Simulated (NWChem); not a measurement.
System: iminoborane (BNH₂); SMILES N=B

Program: NWChem. Each level has its own optimisation; frequencies are unscaled.

```
level                                 r B–N (Å)  r B–H (Å)  r H–N (Å)  highest harmonic frequency (cm⁻¹)  lowest (cm⁻¹)  zero-point energy (kcal/mol)  dipole (D)
------------------------------------  ---------  ---------  ---------  ---------------------------------  -------------  ----------------------------  ----------
LDA (Slater exchange, VWN5)/def2-SVP      1.244      1.194      1.008                               3778            556                          15.6        0.52
Hartree-Fock/STO-3G                           …          …      1.009                                  …              …                             …           …
Hartree-Fock/3-21G                        1.233      1.160      0.983                               4046            704                          17.3        0.13
PBE0-D3(BJ)/def2-TZVP                     1.233      1.172      0.992                               3895            479                          15.1        0.02
```

Question: Complete the blanks.

Answer: 
- Hartree-Fock/STO-3G, r B–N (Å): 1.195
- Hartree-Fock/STO-3G, r B–H (Å): 1.141
- Hartree-Fock/STO-3G, highest harmonic frequency (cm⁻¹): 4266
- Hartree-Fock/STO-3G, lowest (cm⁻¹): 758
- Hartree-Fock/STO-3G, zero-point energy (kcal/mol): 19.1
- Hartree-Fock/STO-3G, dipole (D): 0.47
